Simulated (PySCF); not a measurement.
Rigid-rotor lines calculated for a species of formula CH3BCl2OSi (commonest isotopes; PBE0-D3(BJ)/def2-SVP geometry optimisation, gas phase (PySCF 2.14.0)), labelled J(Ka,Kc):

```json
{"transition": "1(1,1) ← 0(0,0)", "MHz": "3076.4"}
{"transition": "2(1,2) ← 1(1,1)", "MHz": "4231.0"}
{"transition": "1(0,1) ← 0(0,0)", "MHz": "2209.0"}
{"transition": "2(0,2) ← 1(0,1)", "MHz": "4390.9"}
{"transition": "2(1,1) ← 1(1,0)", "MHz": "4604.8"}
```

Task: Find the rotational constants.

Result: 1(0,1) ← 0(0,0) is B + C, 2(1,1) ← 1(1,0) is 3B + C and 2(1,2) ← 1(1,1) is B + 3C, so B − C is half the difference of the last two, 186.9 MHz. 1(1,1) ← 0(0,0) is A + C. A = 2065.3, B = 1197.9, C = 1011.0 MHz.

Task: What moments of inertia, asymmetry and inertial defect follow?

Result: I = 505379 MHz·u·Å² over each constant: Ia = 244.69, Ib = 421.87, Ic = 499.86 u·Å²; κ = (2B − A − C)/(A − C) = -0.645 (asymmetric top); Δ = Ic − Ia − Ib = -166.70 u·Å².

Task: Which dipole components do these lines need?

Result: μa and μb (a-type: ΔKa even, ΔKc odd; b-type: both odd). The calculation gives |μa| = 0.59 D, |μb| = 0.24 D, |μc| = 2.01 D.

Task: Predict further lines from these constants: 3(1,2) ← 2(1,1); 3(3,0) ← 3(2,1); 3(2,2) ← 2(1,2); 3(1,2) ← 3(1,3); 3(2,2) ← 3(1,2); 3(0,3) ← 2(0,2); 2(1,1) ← 2(0,2); 3(1,3) ← 2(0,2); 3(3,1) ← 3(2,2); 2(0,2) ← 1(1,1).

Result: 
```
     transition   MHz  type  branch
3(1,2) ← 3(1,3)  1119     a       Q
2(1,1) ← 2(0,2)  1268     b       Q
3(2,2) ← 3(1,2)  2340     c       Q
2(0,2) ← 1(1,1)  3523     b       R
3(3,0) ← 3(2,1)  4691     b       Q
3(3,1) ← 3(2,2)  4820     b       Q
3(0,3) ← 2(0,2)  6522     a       R
3(1,2) ← 2(1,1)  6889     a       R
3(1,3) ← 2(0,2)  7038     b       R
3(2,2) ← 2(1,2)  9790     c       R
```

Task: Which structure gave them?

Result: `ClB([SiH2]C=O)Cl`. Three constants can't fix a structure by themselves; this is the one that was computed:
```
atom  x, y, z in Å
O1    -0.367    1.358   -0.962
C2    -0.566    0.507   -0.133
Si3    0.897   -0.392    0.775
B4     2.558    0.420   -0.037
Cl5    3.211    1.907    0.602
Cl6    3.313   -0.307   -1.432
H7    -1.621    0.215    0.133
H8     0.755   -0.131    2.242
H9     0.754   -1.862    0.534
```

The values belong to one conformer with, in the numbering `[O:1]=[CH:2][SiH2:3][B:4]([Cl:5])[Cl:6]`, O1–C2–Si3–B4 -1°, C2–Si3–B4–Cl5 86°. Whether it is a minimum is left open (no frequencies). No vibrational averaging or centrifugal distortion is included, and the geometry carries the error of its method. Quadrupole hyperfine structure (11B, 35Cl) is left out.
